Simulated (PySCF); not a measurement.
# How the method changes the constants of ZnO⁺

State: ²Π (doublet), unpaired electrons π ↑. Set-up: Zn def2-TZVPPD, O def2-TZVPPD; no relativity (PySCF 2.14). De refers to Zn⁺ + O in their high-spin ground configurations, without counterpoise correction. The functionals are run spin-unrestricted. A positive dipole points towards O; it is taken about the centre of mass and depends on that origin.

```
       Level  Re (Å)  ωe (cm⁻¹)  De (eV)  μ (D)
        ROHF   1.790        714   -0.284  -6.24
    ROHF-MP2   1.784        666     1.49    n/a
ROHF-SCS-MP2   1.795        654     1.46    n/a
         PBE   1.807        610     2.03  -3.94
      r²SCAN   1.788        646     1.82  -4.30
       TPSSh   1.801        630     1.67  -4.37
     r²SCANh   1.787        651     1.65  -4.49
        PBE0   1.796        638     1.56  -4.55
        MN15   1.793        654     1.68  -4.86
      M06-2X   1.818        618     1.49  -4.82
     ωB97X-V   1.789        667     1.67  -4.92
      B2PLYP   1.789        721     1.55  -4.93
```

The bond length runs from 1.784 Å (ROHF-MP2) to 1.818 Å (M06-2X). De spans -0.28 eV (ROHF, mean field) to 2.03 eV (PBE, GGA).

Correlated steps freeze 6 core orbitals. For an ion De counts to the pair picked by the measured ionisation energies or electron affinities, which need not be the lowest pair at this level. B2PLYP dipoles, levels and charges come from its SCF part alone. A negative De means that the minimum lies above the separated atoms at that level. The state is the lowest determinant that a PBE0 search found; another state may lie lower at other levels.

The whole job (state search and all levels along the bond) took about 9.6 min on 2 threads of Intel Xeon Platinum 8259CL @ 2.50GHz (shared host), peak memory 4.8 GiB.
